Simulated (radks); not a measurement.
Results of a calculation; reference values are marked as such.
Ionisation of neutral antimony, [Kr] 4d10 5s2 5p3, to Sb+, [Kr] 4d10 5s2 5p2, under several functionals. Dirac Kohn-Sham, spin-unpolarised, spherical densities, point nucleus; open shells are shared between the two j in proportion to 2j + 1; a radial shooting solver on a logarithmic mesh with Libxc functionals.

functional                                        E(Sb) (hartree)  Exc (hartree)  IE (eV)  -e(HOMO) (eV)  <r> HOMO (bohr)  IE error (eV)
LDA (Slater exchange, Perdew-Zunger correlation)      -6478.00992     -165.04410    8.538          4.803            2.951         -0.070
AM05                                                  -6478.24308     -165.28342    8.309          4.601            2.954         -0.299
PBEsol                                                -6480.67240     -167.73880    8.361          4.653            2.953         -0.247
Wu-Cohen GGA                                          -6482.73610     -169.83378    8.371          4.652            2.945         -0.238

NIST Atomic Spectra Database: 8.608 eV (measured). Closest: LDA (Slater exchange, Perdew-Zunger correlation). The Delta-SCF values span 0.23 eV, the total energies 4.73 hartree. The highest occupied level is 5p3/2. Spin polarisation and multiplet splitting are left out, so open shells lie too high by an amount that depends on their filling. Sharing an open shell by 2j + 1 raises it above the true ground level by a part of the spin-orbit splitting, which enters the differences from NIST.

Beside tabulated values, note that spin-unpolarised runs miss the spin-polarisation part of the exchange energy of open shells.
